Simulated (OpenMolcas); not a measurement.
## Levels of V²⁺ by method

| Quantity | Value |
| --- | --- |
| Program | OpenMolcas 26.06 |
| Basis | ANO-L-VTZP [6s5p3d2f1g] |
| Scalar Hamiltonian | non-relativistic, point nucleus |
| Active space | 3 electrons in 6 orbitals (3d 4s) |
| State averaging | 2S+1 = 4 even, 20 roots; 2S+1 = 2 even, 64 roots kept (CI in the orbitals of an earlier block) |
| Spin-orbit coupling | state interaction with AMFI integrals over the reference wave functions, term energies averaged over their components |

Methods on the same reference wave functions:
A. CASSCF
B. SS-CASPT2, IPEA 0.25 Eh, imaginary shift 0.1 Eh (closed shells correlated: 3s 3p)
C. MS-CASPT2, IPEA 0.25 Eh, imaginary shift 0.1 Eh (closed shells correlated: 3s 3p)

Energies in cm-1 above 3d3 4F 3/2, the measured ground level; measured values from Sugar and Corliss, J. Phys. Chem. Ref. Data 7, 1191 (1978).

```csv
Level,A,B,C,Measured
3d3 4F 3/2,0.0,0.0,0.0,0.0
3d3 4F 5/2,168,169,169,146
3d3 4F 7/2,398,400,400,342
3d3 4F 9/2,688,689,689,584
3d3 4P 1/2,15325,11760,11760,11514
3d3 4P 3/2,15405,11840,11840,11592
3d3 2G 7/2,15467,12180,12170,11966
3d3 4P 5/2,15594,12030,12030,11770
3d3 2G 9/2,15717,12430,12430,12187
3d3 2P 1/2,20476,15680,15660,15580
3d3 2H 9/2,20559,17340,17340,16811
3d3 2P 3/2,20589,15720,15690,15550
3d3 2H 11/2,20754,17540,17540,16978
3d3 2D 3/2(1),22283,16760,16740,16330
3d3 2D 5/2(1),22481,16880,16870,16375
3d3 2F 7/2,35661,28300,28280,27728
3d3 2F 5/2,35768,28400,28380,27847
3d2 4s 4F 3/2,44793,43450,43450,43942
3d2 4s 4F 5/2,44957,43610,43610,44110
3d2 4s 4F 7/2,45188,43840,43840,44346
3d2 4s 4F 9/2,45484,44140,44140,44647
3d2 4s 2F 5/2,52449,48790,48810,49328
3d2 4s 2F 7/2,52911,49250,49270,49805
3d3 2D 5/2(2),55712,43720,43720,42267
```

Deviations, from unrounded energies. A percentage is the sum of absolute deviations over the sum of measured energies, with the sign that they share, or ± where signs differ.

```json
{"Against measurement": "mean absolute deviation (cm-1)", "Levels": "23", "A": "3800", "B": "410", "C": "400"}
{"Against measurement": "fine structure of the ground term (%)", "Levels": "3", "A": "+17.1", "B": "+17.5", "C": "+17.5"}
{"Against measurement": "other terms of the ground configuration (%)", "Levels": "14", "A": "+30.4", "B": "+2.4", "C": "+2.3"}
{"Against measurement": "other configurations (%)", "Levels": "6", "A": "+3.5", "B": "-1.1", "C": "-1.1"}
```

B, C lie about equally close to measurement and A furthest from it. The largest miss of C in the table is 3d3 2D 5/2(2), by +1500 cm-1. The ranking rests on the paired levels alone, and a cruder setting can come out closer through cancelling errors.

Between B and C the level of the table that moves most is 3d3 2P 1/2, by 25 cm-1 (lowest in C, highest in B). Moves below CASPT2's spread within the term are not significant.

The two smallest mean deviations differ by little beside CASPT2's spread within terms, so their order carries little weight.

From A to B the spin-free energies of the other terms of 3d3 shown, above 4F, scale by factors of 0.74 to 0.84, as is usual when dynamic correlation screens the repulsion within a d or f shell.

The lowest spin-free term lies below A's lowest term by 0.278 hartree in B, 0.278 hartree in C.

CASPT2 breaks the degeneracy within a term, and the mean is taken; among the terms shown or strongly mixed into the levels shown the widest spread is 1700 cm-1 (3d2 4s 2F, C). Some levels mix across a computed gap that differs much from the measured one, so their mixing is not that of the real levels. Terms from blocks run as CI alone lack orbitals of their own. A single d shell beside an s shell can misplace configurations of different d count against each other. The CASPT2 spread within a term exceeds the gap to the next term for 3d3 2D(2) and 3d2 4s 4F, so the order of their levels is uncertain, and so are names and mixing where such terms share a J (figures for B; the like holds for C). Without dynamic correlation excited terms often stand tens of per cent too high (terms of higher spin than the ground term too low), and those without a measured partner can miss by more than the paired ones (holds for A). Measured partners are found by configuration, term and J. A level has none where our copy of the source lacks it or the pairing is in doubt (some pairs that miss far off the trend of their configuration count as doubtful), and it then counts in no deviation. Only configurations of the active space appear. The table leaves out levels that lie high or whose names do not pair safely across all columns.

A number in round brackets counts repeated terms of one configuration in the order of the reference energies.
